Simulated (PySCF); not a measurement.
Isomers of C3H12ClNSi4, one GFN2-xTB conformer each. Single-point energies are computed at PBE0/pcSseg-1 (PySCF, gas phase, no added dispersion term), electronic only.

Question: Rank them by PBE0/pcSseg-1 energy, lowest first (kJ/mol).
A. `[CH:1]#[C:2][Si@@H:3]([Cl:4])[Si@@H:5]([NH2:6])[Si@@H:7]([CH3:8])[SiH3:9]` with C2–Si3–Si5–N6 168°, Si3–Si5–N6–H -163° and 61°, Si3–Si5–Si7–C8 35°
B. `[CH3:1][C:2]#[C:3][SiH2:4][Si@H:5]([Cl:6])[N:7]([SiH3:8])[SiH3:9]` with C3–Si4–Si5–Cl6 -123°, Si4–Si5–N7–Si8 -122°
C. `[CH:1]#[C:2][Si@@H:3]([SiH2:4][Cl:5])[Si@@H:6]([SiH3:7])[NH:8][CH3:9]` with C2–Si3–Si4–Cl5 170°, C2–Si3–Si6–Si7 159°, Si3–Si6–N8–C9 -171°
D. `[CH:1]#[C:2][Si@@H:3]([SiH2:4][Cl:5])[Si@H:6]([SiH3:7])[NH:8][CH3:9]` with C2–Si3–Si4–Cl5 106°, C2–Si3–Si6–Si7 -29°, Si3–Si6–N8–C9 -170°
E. `[CH:1]#[C:2][SiH2:3][N:4]([CH2:5][SiH3:6])[SiH2:7][SiH2:8][Cl:9]` with C2–Si3–N4–C5 31°, Si3–N4–C5–Si6 82°, Si3–N4–Si7–Si8 151°, N4–Si7–Si8–Cl9 -169°
F. `[CH:1]#[C:2][Si@H:3]([CH2:4][SiH3:5])[N:6]([SiH3:7])[SiH2:8][Cl:9]` with C2–Si3–C4–Si5 -179°, C2–Si3–N6–Si7 67°, Si3–N6–Si8–Cl9 -86°
G. `[CH:1]#[C:2][Si@@H:3]([Cl:4])[Si@H:5]([NH2:6])[Si@@H:7]([CH3:8])[SiH3:9]` with C2–Si3–Si5–N6 69°, Si3–Si5–N6–H -171° and 50°, Si3–Si5–Si7–C8 -20°
H. `[CH:1]#[C:2][Si@@:3]([SiH3:4])([Cl:5])[Si@H:6]([NH2:7])[SiH2:8][CH3:9]` with C2–Si3–Si6–N7 64°, Si3–Si6–N7–H -58° and 167°, Si3–Si6–Si8–C9 -147°

Answer: F (0.0), B (22.5), A (99.1), G (100.0), H (103.8), C (167.8), D (171.0), E (171.2).

As drawn, the highest has an Si–Si bond, which the lowest lacks. Neighbours under 10 kJ/mol apart (C#C[Si@@H](Cl)[Si@@H](N)[Si@@H](C)[SiH3] and C#C[Si@@H](Cl)[Si@H](N)[Si@@H](C)[SiH3]; C#C[Si@@H](Cl)[Si@H](N)[Si@@H](C)[SiH3] and C#C[Si@@]([SiH3])(Cl)[Si@H](N)[SiH2]C; C#C[Si@@H]([SiH2]Cl)[Si@@H]([SiH3])NC and C#C[Si@@H]([SiH2]Cl)[Si@H]([SiH3])NC; C#C[Si@@H]([SiH2]Cl)[Si@H]([SiH3])NC and C#C[SiH2]N(C[SiH3])[SiH2][SiH2]Cl) can change places with a better method, another conformer or zero-point energy. C#C[Si@@H](Cl)[Si@@H](N)[Si@@H](C)[SiH3] and C#C[Si@@H](Cl)[Si@H](N)[Si@@H](C)[SiH3] are stereoisomers, 0.9 kJ/mol apart in the conformers taken. C#C[Si@@H]([SiH2]Cl)[Si@@H]([SiH3])NC and C#C[Si@@H]([SiH2]Cl)[Si@H]([SiH3])NC are stereoisomers, 3.2 kJ/mol apart in the conformers taken. GFN2-xTB itself gives, in the same order: 29.4, 0.0, 282.8, 279.5, 279.4, 260.4, 257.8, 124.3. GFN2-xTB puts CC#C[SiH2][Si@H](Cl)N([SiH3])[SiH3] lowest instead; measured from each level's own lowest isomer, the values differ by up to 183.7 kJ/mol (C#C[Si@@H](Cl)[Si@@H](N)[Si@@H](C)[SiH3]: 282.8 against 99.1).

Q: Which frontier levels, dipoles and rotational constants go with these structures?

A: 
```
                                  SMILES  HOMO (eV, PBE0/pcSseg-1)  LUMO (eV)  dipole (D)        A, B, C (MHz)
     C#C[Si@H](C[SiH3])N([SiH3])[SiH2]Cl                     -7.90      -0.41        2.04  794.1, 564.2, 426.1
     CC#C[SiH2][Si@H](Cl)N([SiH3])[SiH3]                     -7.36      -0.72        2.48  932.6, 369.4, 327.2
C#C[Si@@H](Cl)[Si@@H](N)[Si@@H](C)[SiH3]                     -6.99      -1.24        1.46  975.7, 399.0, 352.4
 C#C[Si@@H](Cl)[Si@H](N)[Si@@H](C)[SiH3]                     -7.40      -1.44        2.17  958.0, 418.3, 411.8
   C#C[Si@@]([SiH3])(Cl)[Si@H](N)[SiH2]C                     -6.99      -1.36        3.12  940.9, 405.4, 383.8
   C#C[Si@@H]([SiH2]Cl)[Si@@H]([SiH3])NC                     -6.80      -1.16        2.50  673.8, 532.7, 387.8
    C#C[Si@@H]([SiH2]Cl)[Si@H]([SiH3])NC                     -6.64      -1.37        0.71  690.2, 563.5, 396.3
       C#C[SiH2]N(C[SiH3])[SiH2][SiH2]Cl                     -6.82      -1.09        2.60   1211, 326.2, 290.3
```
